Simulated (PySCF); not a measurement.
## Does the structure fit the spectrum?

A compound C5H13NSi2 gives the data below (simulated from a calculation) and was assigned the structure `C=CN1[C@@H](C)C[Si@@H]1[SiH3]`.

13C{1H} NMR (computed): δ 51.7 (CH2), 34.8 (CH2, 2C), 17.2 (C), 5.6 (CH).

1H NMR (300 MHz, computed): δ 4.61 (s, 6H), 3.80 (s, 2H), 2.19 (m, 1H), 1.33 (m, 2H), 0.49 (m, 2H).

PySCF 2.14 calculation with shieldings: GIAO PBE0/pcSseg-1 and coordinates at the GFN2-xTB level; relativity neglected, single conformer, rapidly exchanging positions averaged, gas phase.

δ = σ(ref) − σ, references computed at the same level: TMS for 1H and 13C.

Q: Compare with the shifts computed for the proposed structure, pairing carbons in order of shift.

A: Structure with atom numbers: `[CH2:1]=[CH:2][N:3]1[C@@H:4]([CH3:5])[CH2:6][Si@@H:7]1[SiH3:8]`. Hydrogens are named by the atom that carries them.

```tsv
atom	computed for proposal	given list	difference
C2	144.6	51.7	+92.9
C1	86.8	34.8	+52.0
C4	61.3	34.8	+26.5
C5	27.1	17.2	+9.9
C6	17.7	5.6	+12.1
```

The rms difference is 49.6 ppm and the largest +92.9 ppm at C2 (alkene carbon bearing nitrogen). The proposal also would give 5 carbon signals, not 4. The carbon types in order of shift don't match either: CH, CH2, CH, CH3, CH2 for the proposal against CH2, CH2, CH2, C, CH in the data. The proposal doesn't fit.

Q: Which isomer fits?

A: `[SiH3]N([SiH3])C[C@]12C[C@H]1C2`.

Carbon types of the structure: 1 × C, 1 × CH, 3 × CH2, leaving 6 H on heteroatoms. δC 51.7: sp3 CH2 bonded to N; pulled downfield by the heteroatom. δC 34.8, 17.2, 5.6: three-membered-ring carbon. δH 3.80: hydrogen on an sp3 CH2 bonded to N; its carbon carries N, an electronegative neighbour. δH 2.19, 1.33, 0.49: hydrogen on a three-membered-ring carbon.

The data come from this structure; uniqueness wasn't tested.

Shifts are as computed. Against solution values, carbons near 30 ppm lie about +3 ppm off and those near 130 ppm about +5 ppm. Of 1309 compounds with measured shifts, 239 miss one by over three times the rms of a fit or turn the order of signals round; such compounds aren't used in these exercises. Multiplicities follow the n + 1 count of equivalent neighbours, as no J values were calculated; m marks all less simple cases, F and P coupling included.
